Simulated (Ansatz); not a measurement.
Steps of a relaxation of ClFH5NSi2, SMILES `F[SiH](Cl)N[SiH3]` with RKS PBE0-D4/def2-TZVP.

```sh
$ ansatz run in.yaml --threads 4 --pin off --events-out ev --progress --plain --max-ram 10444MiB
```

```yaml
crystal:
  periodic: [false, false, false]
  atoms:
    - {symbol: F, position_ang: [-1.301075, 0.248651, 2.287607]}
    - {symbol: Si, position_ang: [0.130117, 0.147295, 1.505734]}
    - {symbol: Cl, position_ang: [1.379042, 1.489534, 2.467603]}
    - {symbol: N, position_ang: [0.003600, 0.587248, -0.154898]}
    - {symbol: Si, position_ang: [-0.151565, -0.476379, -1.554329]}
    - {symbol: H, position_ang: [0.621754, -1.252152, 1.636084]}
    - {symbol: H, position_ang: [-0.032698, 1.595854, -0.343578]}
    - {symbol: H, position_ang: [-1.498068, -0.352884, -2.217062]}
    - {symbol: H, position_ang: [0.903535, -0.161244, -2.580767]}
    - {symbol: H, position_ang: [0.028457, -1.877224, -1.043494]}
basis:
  gaussian: {orbitals: def2-TZVP}
hamiltonian: {xc: pbe0, dispersion: d4}
relax: {f_tol: 0.005, max_steps: 150}
```

Positions (Å) and forces (eV/Å) along the path, 13 of 14 steps:

```xyz
10
step=1 energy=-32558.7511 eV
F    -1.301    0.249    2.288    1.212   -0.090   -0.639
Si    0.130    0.147    1.506   -0.759    0.358    0.008
Cl    1.379    1.490    2.468   -0.373   -0.396   -0.245
N     0.004    0.587   -0.155   -0.040   -0.008    0.133
Si   -0.152   -0.476   -1.554    0.041    0.160    0.275
H     0.622   -1.252    1.636   -0.130    0.351    0.002
H    -0.033    1.596   -0.344    0.021   -0.640    0.124
H    -1.498   -0.353   -2.217    0.309   -0.001    0.182
H     0.904   -0.161   -2.581   -0.241   -0.052    0.262
H     0.028   -1.877   -1.043   -0.041    0.318   -0.102
10
step=2 energy=-32558.8174 eV
F    -1.281    0.247    2.266    0.695   -0.066   -0.404
Si    0.132    0.149    1.487   -0.689    0.124    0.018
Cl    1.358    1.465    2.449    0.000   -0.008   -0.007
N     0.001    0.583   -0.159   -0.008   -0.163    0.122
Si   -0.150   -0.477   -1.543    0.029    0.186    0.228
H     0.620   -1.234    1.627   -0.031    0.069   -0.019
H    -0.036    1.580   -0.348    0.005   -0.166    0.024
H    -1.485   -0.343   -2.192    0.073   -0.015    0.029
H     0.898   -0.157   -2.552   -0.060   -0.031    0.046
H     0.026   -1.863   -1.032   -0.014    0.069   -0.036
10
step=3 energy=-32558.8338 eV
F    -1.269    0.235    2.237    0.068    0.013   -0.020
Si    0.130    0.152    1.479   -0.122   -0.045    0.031
Cl    1.355    1.466    2.444    0.015    0.020    0.016
N     0.003    0.580   -0.155    0.002   -0.033   -0.022
Si   -0.150   -0.472   -1.528    0.008    0.028    0.029
H     0.615   -1.228    1.611    0.032   -0.013    0.006
H    -0.037    1.572   -0.344    0.002    0.041   -0.026
H    -1.478   -0.340   -2.178   -0.018    0.006   -0.009
H     0.893   -0.162   -2.539    0.013    0.002   -0.015
H     0.022   -1.855   -1.024    0.001   -0.019    0.007
10
step=4 energy=-32558.8342 eV
F    -1.268    0.236    2.239    0.000   -0.002    0.002
Si    0.127    0.150    1.479   -0.013   -0.007    0.009
Cl    1.352    1.466    2.445    0.005    0.007    0.002
N     0.001    0.580   -0.155    0.004   -0.002    0.003
Si   -0.150   -0.471   -1.529    0.000    0.003    0.000
H     0.620   -1.228    1.615    0.005    0.002   -0.006
H    -0.034    1.573   -0.346    0.002    0.000   -0.006
H    -1.479   -0.338   -2.180   -0.001    0.001   -0.002
H     0.894   -0.162   -2.540    0.001   -0.001   -0.001
H     0.020   -1.855   -1.024   -0.003   -0.002    0.000
10
step=5 energy=-32558.8344 eV
F    -1.266    0.221    2.239    0.000   -0.001    0.003
Si    0.130    0.150    1.479   -0.004   -0.005    0.002
Cl    1.344    1.476    2.447   -0.002    0.001   -0.004
N     0.002    0.579   -0.155    0.001    0.006   -0.012
Si   -0.152   -0.471   -1.529    0.002   -0.007    0.006
H     0.637   -1.224    1.611    0.004   -0.001    0.003
H    -0.035    1.572   -0.347    0.003    0.005    0.004
H    -1.476   -0.323   -2.187   -0.001    0.001    0.000
H     0.900   -0.176   -2.535    0.001    0.002    0.001
H     0.001   -1.856   -1.021   -0.004   -0.001   -0.002
10
step=6 energy=-32558.8346 eV
F    -1.261    0.190    2.239    0.013   -0.007   -0.003
Si    0.137    0.148    1.480   -0.001    0.012   -0.002
Cl    1.323    1.500    2.446   -0.006   -0.008   -0.002
N     0.003    0.579   -0.153   -0.006   -0.002   -0.030
Si   -0.157   -0.471   -1.528   -0.005   -0.012    0.002
H     0.672   -1.215    1.609   -0.004    0.004    0.009
H    -0.035    1.571   -0.348    0.005    0.005    0.020
H    -1.470   -0.292   -2.201    0.008   -0.001    0.004
H     0.914   -0.201   -2.523   -0.005   -0.004    0.006
H    -0.042   -1.860   -1.018    0.001    0.012   -0.004
10
step=7 energy=-32558.8347 eV
F    -1.259    0.177    2.238    0.012   -0.003   -0.007
Si    0.139    0.148    1.479    0.000    0.000    0.008
Cl    1.316    1.506    2.448   -0.007   -0.003   -0.007
N     0.003    0.579   -0.154   -0.006    0.002   -0.025
Si   -0.160   -0.470   -1.528    0.004   -0.014    0.001
H     0.685   -1.211    1.610   -0.006    0.003    0.003
H    -0.034    1.571   -0.348    0.004    0.006    0.019
H    -1.468   -0.281   -2.207    0.008   -0.001    0.005
H     0.918   -0.213   -2.519   -0.007    0.000    0.004
H    -0.057   -1.859   -1.016   -0.003    0.009   -0.001
10
step=8 energy=-32558.8348 eV
F    -1.256    0.159    2.235    0.005   -0.001   -0.006
Si    0.143    0.147    1.477   -0.004   -0.002    0.011
Cl    1.303    1.518    2.448   -0.002   -0.002   -0.005
N     0.004    0.580   -0.155    0.000    0.003   -0.017
Si   -0.162   -0.470   -1.528    0.002   -0.005    0.001
H     0.701   -1.207    1.611   -0.001    0.005   -0.002
H    -0.029    1.573   -0.346    0.003    0.000    0.012
H    -1.466   -0.267   -2.212    0.004   -0.001    0.003
H     0.921   -0.226   -2.515   -0.005    0.001    0.003
H    -0.076   -1.858   -1.013   -0.002    0.002    0.000
10
step=9 energy=-32558.8349 eV
F    -1.256    0.141    2.230    0.004    0.002   -0.003
Si    0.146    0.146    1.476    0.000   -0.007    0.007
Cl    1.290    1.529    2.449   -0.003    0.002    0.001
N     0.008    0.581   -0.156    0.002    0.004   -0.002
Si   -0.165   -0.469   -1.528   -0.003    0.002    0.000
H     0.718   -1.202    1.611   -0.001    0.002   -0.003
H    -0.020    1.574   -0.344    0.001   -0.004   -0.001
H    -1.465   -0.256   -2.214   -0.001   -0.001   -0.001
H     0.923   -0.239   -2.513   -0.001    0.000    0.000
H    -0.095   -1.857   -1.008    0.001    0.000    0.001
10
step=11 energy=-32558.8349 eV
F    -1.257    0.130    2.221    0.000   -0.003   -0.002
Si    0.148    0.145    1.475   -0.005    0.003    0.002
Cl    1.275    1.536    2.455    0.001   -0.002   -0.002
N     0.016    0.581   -0.157    0.004    0.002    0.008
Si   -0.168   -0.469   -1.527   -0.003    0.001   -0.001
H     0.728   -1.199    1.612    0.001    0.000    0.001
H    -0.005    1.575   -0.344    0.000   -0.001   -0.007
H    -1.469   -0.250   -2.210   -0.001    0.000    0.000
H     0.917   -0.245   -2.517    0.001    0.000    0.000
H    -0.103   -1.856   -1.005    0.001    0.000   -0.001
10
step=12 energy=-32558.8350 eV
F    -1.262    0.126    2.212    0.004   -0.002   -0.001
Si    0.148    0.145    1.475    0.000    0.005   -0.005
Cl    1.268    1.538    2.461   -0.002    0.001    0.000
N     0.025    0.582   -0.158    0.001   -0.001    0.010
Si   -0.169   -0.469   -1.527   -0.004    0.000   -0.002
H     0.731   -1.197    1.615   -0.002   -0.003    0.001
H     0.008    1.575   -0.346    0.001    0.001   -0.004
H    -1.475   -0.251   -2.200    0.001   -0.001    0.000
H     0.910   -0.245   -2.524    0.000    0.000    0.001
H    -0.100   -1.856   -1.005    0.001    0.001   -0.001
10
step=13 energy=-32558.8350 eV
F    -1.264    0.123    2.208    0.002   -0.001    0.000
Si    0.148    0.145    1.475   -0.002    0.002   -0.004
Cl    1.263    1.540    2.463   -0.001    0.000   -0.001
N     0.029    0.582   -0.159    0.001   -0.002    0.008
Si   -0.170   -0.469   -1.526   -0.002    0.001   -0.004
H     0.732   -1.197    1.617    0.000   -0.001    0.001
H     0.016    1.575   -0.347    0.000    0.000   -0.002
H    -1.478   -0.252   -2.197    0.000    0.000    0.001
H     0.906   -0.244   -2.526    0.000   -0.001    0.001
H    -0.099   -1.856   -1.005    0.001    0.001    0.000
10
step=14 energy=-32558.8350 eV
F    -1.264    0.122    2.207    0.001    0.000    0.000
Si    0.148    0.145    1.475   -0.002    0.002   -0.002
Cl    1.261    1.541    2.463    0.001    0.000    0.000
N     0.030    0.582   -0.159    0.001   -0.001    0.002
Si   -0.170   -0.469   -1.527   -0.001    0.000    0.001
H     0.732   -1.196    1.618    0.000    0.000    0.000
H     0.020    1.575   -0.348    0.000   -0.001    0.000
H    -1.480   -0.252   -2.195    0.001    0.000   -0.001
H     0.905   -0.244   -2.527   -0.001    0.000    0.000
H    -0.099   -1.856   -1.006    0.000    0.000    0.000
```

Hardware: 4 threads of an Arm Neoverse V1 on a shared host. Wall time 51 s, peak host memory 0.59 GiB.
